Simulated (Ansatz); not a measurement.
**Nudged elastic band run: AlH7O2Si2**

input.yaml

```yaml
crystal:
  periodic: [false, false, false]
  atoms:
    - { symbol: Al, position_ang: [0.374505, -0.087048, -0.19068] }
    - { symbol: O, position_ang: [0.477845, -0.085557, 1.504729] }
    - { symbol: Si, position_ang: [-0.196109, -0.364877, 2.978139] }
    - { symbol: H, position_ang: [-1.402966, -1.236139, 2.861153] }
    - { symbol: H, position_ang: [0.78926, -1.042052, 3.86509] }
    - { symbol: H, position_ang: [-0.608601, 0.92026, 3.609161] }
    - { symbol: H, position_ang: [1.586729, 0.419748, -1.050736] }
    - { symbol: O, position_ang: [-1.039683, -0.639345, -0.947001] }
    - { symbol: Si, position_ang: [-2.540303, -1.300449, -1.040762] }
    - { symbol: H, position_ang: [-2.622615, -2.553285, -0.235561] }
    - { symbol: H, position_ang: [-3.566023, -0.347123, -0.528464] }
    - { symbol: H, position_ang: [-2.861537, -1.625133, -2.457668] }
basis:
  gaussian: { orbitals: "6-31G*" }
hamiltonian:
  xc: pbe0
  dispersion: d4
neb:
  order_check: false
  images: 9
  f_tol: 0.05
  max_iterations: 51
  final_atoms:
    - { symbol: Al, position_ang: [0.3432584, 0.089026, -1.01520812] }
    - { symbol: O, position_ang: [0.93218942, 0.05853696, 0.91499089] }
    - { symbol: Si, position_ang: [-0.26231783, -0.59975109, 2.00845353] }
    - { symbol: H, position_ang: [-0.51590077, -2.05402512, 1.90269131] }
    - { symbol: H, position_ang: [0.57525644, -0.45759279, 3.25039325] }
    - { symbol: H, position_ang: [-1.44812936, 0.24628337, 2.27398203] }
    - { symbol: H, position_ang: [1.77230416, 0.3276889, 1.31161496] }
    - { symbol: O, position_ang: [-1.08248138, -0.59998857, -0.11499104] }
    - { symbol: Si, position_ang: [-2.62082527, -1.11136333, -0.46906121] }
    - { symbol: H, position_ang: [-3.12078735, -1.92654561, 0.67394648] }
    - { symbol: H, position_ang: [-3.54757257, 0.03830027, -0.66976998] }
    - { symbol: H, position_ang: [-2.63449189, -1.951569, -1.69964208] }
  initial_path:
    images:
      - { positions_ang: [[0.374505, -0.087048, -0.19068], [0.477845, -0.085557, 1.504729], [-0.196109, -0.364877, 2.978139], [-1.402966, -1.236139, 2.861153], [0.78926, -1.042052, 3.86509], [-0.608601, 0.92026, 3.609161], [1.586729, 0.419748, -1.050736], [-1.039683, -0.639345, -0.947001], [-2.540303, -1.300449, -1.040762], [-2.622615, -2.553285, -0.235561], [-3.566023, -0.347123, -0.528464], [-2.861537, -1.625133, -2.457668]] }
      - { positions_ang: [[0.30112231, -0.07162723, -0.15230226], [0.63599341, -0.06947509, 1.50932697], [-0.16769819, -0.37154879, 2.87972819], [-1.31793383, -1.23546948, 2.63357511], [0.71122908, -1.05932878, 3.82534773], [-0.63379611, 0.90110107, 3.46786021], [1.61977572, 0.33239849, -0.79362342], [-1.13742079, -0.5132339, -0.93726315], [-2.56905647, -1.28563124, -0.99925391], [-2.55660803, -2.4860453, -0.15541064], [-3.6480427, -0.40827645, -0.51642515], [-2.8470624, -1.67386331, -2.3941597]] }
      - { positions_ang: [[0.22773962, -0.05620645, -0.11392451], [0.79414182, -0.05339317, 1.51392494], [-0.13928737, -0.37822059, 2.78131738], [-1.23290165, -1.23479996, 2.40599721], [0.63319815, -1.07660555, 3.78560547], [-0.65899122, 0.88194214, 3.32655942], [1.65282243, 0.24504898, -0.53651084], [-1.23515858, -0.3871228, -0.92752529], [-2.59780995, -1.27081348, -0.95774581], [-2.49060107, -2.41880561, -0.07526027], [-3.73006239, -0.46942989, -0.5043863], [-2.83258781, -1.72259363, -2.3306514]] }
      - { positions_ang: [[0.15435694, -0.04078568, -0.07554677], [0.95229023, -0.03731126, 1.51852292], [-0.11087656, -0.38489238, 2.68290656], [-1.14786948, -1.23413043, 2.17841932], [0.55516723, -1.09388233, 3.7458632], [-0.68418633, 0.86278321, 3.18525863], [1.68586915, 0.15769947, -0.27939825], [-1.33289636, -0.2610117, -0.91778744], [-2.62656342, -1.25599571, -0.91623772], [-2.4245941, -2.35156591, 0.00489009], [-3.81208209, -0.53058334, -0.49234745], [-2.81811321, -1.77132394, -2.2671431]] }
      - { positions_ang: [[0.08097425, -0.0253649, -0.03716902], [1.11043864, -0.02122934, 1.52312089], [-0.08246574, -0.39156417, 2.58449575], [-1.0628373, -1.23346091, 1.95084143], [0.47713631, -1.1111591, 3.70612094], [-0.70938144, 0.84362429, 3.04395784], [1.71891586, 0.07034996, -0.02228567], [-1.43063415, -0.1349006, -0.90804958], [-2.6553169, -1.24117795, -0.87472962], [-2.35858713, -2.28432622, 0.08504045], [-3.89410178, -0.59173678, -0.4803086], [-2.80363862, -1.82005426, -2.2036348]] }
      - { positions_ang: [[0.00759156, -0.00994413, 0.00120872], [1.26858705, -0.00514743, 1.52771886], [-0.05405493, -0.39823597, 2.48608494], [-0.97780513, -1.23279139, 1.72326354], [0.39910538, -1.12843588, 3.66637867], [-0.73457655, 0.82446536, 2.90265705], [1.75196258, -0.01699955, 0.23482691], [-1.52837194, -0.0087895, -0.89831173], [-2.68407037, -1.22636019, -0.83322153], [-2.29258016, -2.21708652, 0.16519081], [-3.97612148, -0.65289023, -0.46826975], [-2.78916402, -1.86878457, -2.1401265]] }
      - { positions_ang: [[0.07472493, 0.0098499, -0.20207465], [1.20130753, 0.00758945, 1.40517327], [-0.09570751, -0.43853899, 2.39055866], [-0.88542426, -1.39703814, 1.75914909], [0.43433559, -0.99426726, 3.58318159], [-0.87728711, 0.70882896, 2.77692205], [1.75603089, 0.05193814, 0.45018452], [-1.43919383, -0.12702932, -0.74164759], [-2.67142135, -1.20336082, -0.76038946], [-2.4582216, -2.15897834, 0.26694195], [-3.8904117, -0.51465213, -0.50856979], [-2.75822959, -1.88534146, -2.05202962]] }
      - { positions_ang: [[0.1418583, 0.02964392, -0.40535802], [1.134028, 0.02032633, 1.28262767], [-0.13736009, -0.47884201, 2.29503237], [-0.79304339, -1.56128488, 1.79503464], [0.46956581, -0.86009864, 3.4999845], [-1.01999767, 0.59319256, 2.65118704], [1.76009921, 0.12087583, 0.66554213], [-1.35001571, -0.24526913, -0.58498346], [-2.65877233, -1.18036145, -0.6875574], [-2.62386304, -2.10087016, 0.36869308], [-3.80470191, -0.37641403, -0.54886984], [-2.72729517, -1.90189834, -1.96393273]] }
      - { positions_ang: [[0.20899166, 0.04943795, -0.60864139], [1.06674847, 0.0330632, 1.16008208], [-0.17901267, -0.51914504, 2.19950609], [-0.70066252, -1.72553163, 1.8309202], [0.50479602, -0.72593003, 3.41678742], [-1.16270823, 0.47755617, 2.52545204], [1.76416753, 0.18981352, 0.88089974], [-1.2608376, -0.36350895, -0.42831932], [-2.64612331, -1.15736207, -0.61472534], [-2.78950448, -2.04276197, 0.47044421], [-3.71899213, -0.23817593, -0.58916989], [-2.69636074, -1.91845523, -1.87583585]] }
      - { positions_ang: [[0.27612503, 0.06923198, -0.81192476], [0.99946895, 0.04580008, 1.03753648], [-0.22066525, -0.55944806, 2.10397981], [-0.60828164, -1.88977838, 1.86680575], [0.54002623, -0.59176141, 3.33359033], [-1.3054188, 0.36191977, 2.39971703], [1.76823584, 0.25875121, 1.09625735], [-1.17165949, -0.48174876, -0.27165518], [-2.63347429, -1.1343627, -0.54189327], [-2.95514591, -1.98465379, 0.57219535], [-3.63328235, -0.09993783, -0.62946993], [-2.66542632, -1.93501211, -1.78773897]] }
      - { positions_ang: [[0.3432584, 0.089026, -1.01520812], [0.93218942, 0.05853696, 0.91499089], [-0.26231783, -0.59975109, 2.00845353], [-0.51590077, -2.05402512, 1.90269131], [0.57525644, -0.45759279, 3.25039325], [-1.44812936, 0.24628337, 2.27398203], [1.77230416, 0.3276889, 1.31161496], [-1.08248138, -0.59998857, -0.11499104], [-2.62082527, -1.11136333, -0.46906121], [-3.12078735, -1.92654561, 0.67394648], [-3.54757257, 0.03830027, -0.66976998], [-2.63449189, -1.951569, -1.69964208]] }
```

Command:

```bash
$ ansatz run input.yaml --threads 2 --pin off --max-ram 3072MiB --backend cpu --events-out ev --progress --plain --runs-dir out
```

Output, in part (warnings, iteration lines, the closing report on the highest movable image, with atoms numbered from 0):

```
NEB end point (image 0): max|allowed force component| = 2.166e-2 eV/Å (the criterion of neb.relax_end_points is 1.000e-2)
NEB end point (image 10): max|allowed force component| = 1.368e-2 eV/Å (the criterion of neb.relax_end_points is 1.000e-2)
NEB iter   1: max|band force component| = 2.118e1 eV/Å  barrier→ = 5.5358 eV  barrier← = 3.9189 eV  Δτ_max = 0.2000 Å  (275 SCF iters)
NEB iter   2: max|band force component| = 4.129e0 eV/Å  barrier→ = 4.0325 eV  barrier← = 2.4156 eV  Δτ_max = 0.2000 Å  (256 SCF iters)
NEB iter   3: max|band force component| = 1.562e0 eV/Å  barrier→ = 3.3047 eV  barrier← = 1.6878 eV  Δτ_max = 0.2000 Å  (250 SCF iters)
NEB iter   4: max|band force component| = 1.140e0 eV/Å  barrier→ = 2.9029 eV  barrier← = 1.2860 eV  Δτ_max = 0.2000 Å  (251 SCF iters)
NEB iter   5: max|band force component| = 6.149e-1 eV/Å  barrier→ = 2.5958 eV  barrier← = 0.9789 eV  Δτ_max = 0.2000 Å  (253 SCF iters)
NEB iter   6: max|band force component| = 1.683e0 eV/Å  barrier→ = 2.4770 eV  barrier← = 0.8601 eV  CI = image 6  Δτ_max = 0.1988 Å  (248 SCF iters)
NEB iter   7: max|band force component| = 2.070e0 eV/Å  barrier→ = 2.8507 eV  barrier← = 1.2338 eV  CI = image 6  Δτ_max = 0.1995 Å  (245 SCF iters)
NEB iter   8: max|band force component| = 8.099e-1 eV/Å  barrier→ = 3.1434 eV  barrier← = 1.5265 eV  CI = image 6  Δτ_max = 0.2000 Å  (243 SCF iters)
NEB iter   9: max|band force component| = 6.964e-1 eV/Å  barrier→ = 3.0972 eV  barrier← = 1.4803 eV  CI = image 6  Δτ_max = 0.1978 Å  (241 SCF iters)
NEB iter  10: max|band force component| = 4.497e-1 eV/Å  barrier→ = 3.0892 eV  barrier← = 1.4723 eV  CI = image 6  Δτ_max = 0.2000 Å  (246 SCF iters)
NEB iter  11: max|band force component| = 5.112e-1 eV/Å  barrier→ = 3.0794 eV  barrier← = 1.4625 eV  CI = image 6  Δτ_max = 0.1003 Å  (244 SCF iters)
NEB iter  12: max|band force component| = 3.269e-1 eV/Å  barrier→ = 3.0707 eV  barrier← = 1.4538 eV  CI = image 6  Δτ_max = 0.1004 Å  (229 SCF iters)
NEB iter  13: max|band force component| = 3.860e-1 eV/Å  barrier→ = 3.0625 eV  barrier← = 1.4456 eV  CI = image 6  Δτ_max = 0.1002 Å  (232 SCF iters)
NEB iter  14: max|band force component| = 3.884e-1 eV/Å  barrier→ = 3.0546 eV  barrier← = 1.4377 eV  CI = image 6  Δτ_max = 0.1982 Å  (229 SCF iters)
NEB iter  15: max|band force component| = 2.746e-1 eV/Å  barrier→ = 3.0459 eV  barrier← = 1.4289 eV  CI = image 6  Δτ_max = 0.1186 Å  (233 SCF iters)
NEB iter  16: max|band force component| = 1.308e-1 eV/Å  barrier→ = 3.0393 eV  barrier← = 1.4224 eV  CI = image 6  Δτ_max = 0.1220 Å  (225 SCF iters)
NEB iter  17: max|band force component| = 1.141e-1 eV/Å  barrier→ = 3.0341 eV  barrier← = 1.4172 eV  CI = image 6  Δτ_max = 0.1296 Å  (227 SCF iters)
NEB iter  18: max|band force component| = 1.142e-1 eV/Å  barrier→ = 3.0297 eV  barrier← = 1.4127 eV  CI = image 6  Δτ_max = 0.0654 Å  (225 SCF iters)
NEB iter  19: max|band force component| = 9.433e-2 eV/Å  barrier→ = 3.0263 eV  barrier← = 1.4094 eV  CI = image 6  Δτ_max = 0.0652 Å  (228 SCF iters)
NEB iter  20: max|band force component| = 9.097e-2 eV/Å  barrier→ = 3.0234 eV  barrier← = 1.4065 eV  CI = image 6  Δτ_max = 0.0650 Å  (235 SCF iters)
NEB iter  21: max|band force component| = 8.314e-2 eV/Å  barrier→ = 3.0207 eV  barrier← = 1.4038 eV  CI = image 6  Δτ_max = 0.0649 Å  (231 SCF iters)
NEB iter  22: max|band force component| = 8.993e-2 eV/Å  barrier→ = 3.0185 eV  barrier← = 1.4016 eV  CI = image 6  Δτ_max = 0.0326 Å  (229 SCF iters)
NEB iter  23: max|band force component| = 7.901e-2 eV/Å  barrier→ = 3.0171 eV  barrier← = 1.4002 eV  CI = image 6  Δτ_max = 0.0326 Å  (227 SCF iters)
NEB iter  24: max|band force component| = 6.591e-2 eV/Å  barrier→ = 3.0158 eV  barrier← = 1.3989 eV  CI = image 6  Δτ_max = 0.0327 Å  (224 SCF iters)
NEB iter  25: max|band force component| = 4.711e-2 eV/Å  barrier→ = 3.0145 eV  barrier← = 1.3976 eV  CI = image 6  Δτ_max = 0.0326 Å  (227 SCF iters)
NEB iter  26: max|band force component| = 5.198e-2 eV/Å  barrier→ = 3.0133 eV  barrier← = 1.3963 eV  CI = image 6  Δτ_max = 0.0657 Å  (26 SCF iters)
NEB iter  27: max|band force component| = 1.045e-1 eV/Å  barrier→ = 3.0115 eV  barrier← = 1.3946 eV  CI = image 6  Δτ_max = 0.0328 Å  (228 SCF iters)
NEB iter  28: max|band force component| = 9.967e-2 eV/Å  barrier→ = 3.0104 eV  barrier← = 1.3935 eV  CI = image 6  Δτ_max = 0.0327 Å  (229 SCF iters)
NEB iter  29: max|band force component| = 6.776e-2 eV/Å  barrier→ = 3.0095 eV  barrier← = 1.3925 eV  CI = image 6  Δτ_max = 0.0326 Å  (217 SCF iters)
NEB iter  30: max|band force component| = 5.733e-2 eV/Å  barrier→ = 3.0085 eV  barrier← = 1.3916 eV  CI = image 6  Δτ_max = 0.0327 Å  (217 SCF iters)
NEB iter  31: max|band force component| = 4.907e-2 eV/Å  barrier→ = 3.0076 eV  barrier← = 1.3907 eV  CI = image 6  Δτ_max = 0.0000 Å  (443 SCF iters)
Total energy: -26546.13022429 eV, -975.5522921294 hartree
Atom 0 at     0.086102    -0.359484    -0.427431 Å, force     0.000611     0.015602     0.011381 eV/Å
Atom 1 at     0.453468    -0.136683     1.372414 Å, force    -0.006663    -0.025473     0.004433 eV/Å
Atom 2 at     0.370957    -0.403386     3.040170 Å, force    -0.002177     0.008653    -0.002263 eV/Å
Atom 3 at     0.552225    -1.848014     3.344786 Å, force     0.002597     0.001516     0.001708 eV/Å
Atom 4 at     1.455148     0.374098     3.693487 Å, force    -0.000623     0.002703    -0.001033 eV/Å
Atom 5 at    -0.951984     0.048227     3.545895 Å, force    -0.000077    -0.000997     0.000703 eV/Å
Atom 6 at     1.502480    -0.184011     0.552809 Å, force     0.003765     0.005947    -0.009146 eV/Å
Atom 7 at    -1.558911    -0.629966    -0.783966 Å, force     0.007781    -0.017863    -0.010969 eV/Å
Atom 8 at    -3.026499    -1.089023    -1.357546 Å, force    -0.004102    -0.001169     0.011554 eV/Å
Atom 9 at    -3.596844    -2.178856    -0.514556 Å, force    -0.002666     0.001938    -0.000117 eV/Å
Atom 10 at    -3.973671     0.061176    -1.342104 Å, force     0.002401     0.002514    -0.003928 eV/Å
Atom 11 at    -2.921969    -1.595077    -2.756558 Å, force    -0.000848     0.006629    -0.002322 eV/Å
Dipole moment:     0.036824    -0.033546     0.246180 e Å
```

The forces met the threshold. The band force fell under the threshold earlier too, but the program's further tests of the path sent the band on. Neighbouring images differ by up to 2.4 eV, so the band resolves the path poorly. A vibrational analysis at the climbing image gives one clearly imaginary mode, 1485i cm⁻¹: a first-order saddle point. The orbitals stay closed-shell, which can raise the energy where a bond breaks towards radicals; this wasn't checked here.

Final band (atoms are numbered from 1 in the order of the input):

```
image  path coordinate (Å)  energy (eV)  Al1–H7 (Å)  O2–H7 (Å)
    0                 0.00         0.00        1.57       2.83
    1                 1.00         0.00        1.57       2.83
    2                 2.00         0.00        1.57       2.83
    3                 3.00         0.01        1.57       2.83
    4                 4.00         0.01        1.57       2.83
    5                 4.99         0.60        1.56       2.33
    6                 5.99         3.01        1.73       1.33
    7                 7.15         1.87        2.57       0.97
    8                 8.32         1.76        2.65       0.97
    9                 9.48         1.65        2.72       0.97
   10                10.65         1.62        2.74       0.97
```

The run took 15 min on 2 threads of Arm Neoverse V1, on a shared host, peak memory 0.23 GiB.
